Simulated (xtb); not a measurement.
CuCl, SMILES [Cl][Cu], multiplicity 1. All values are semi-empirical tight-binding results from xtb (GFN2-xTB unless named), good for trends rather than for accurate numbers. Geometry: GFN2-xTB. The multiplicity is an assumed one; other spin states were not compared.

Optimised geometry:

Bonds (Å): Cu1–Cl2 2.051.
Charge 0, spin multiplicity 1.

For metal compounds this method's bond lengths and energies can be far off.

```yaml
point_group_as_xtb_finds_it: C∞v
orbital_gap: 4.89 eV
```

Computed atomic charges and the Wiberg bond orders between heavy atoms:
charges (e) Cu1 0.48, Cl2 -0.48. Bond orders Cu1–Cl2 0.84.
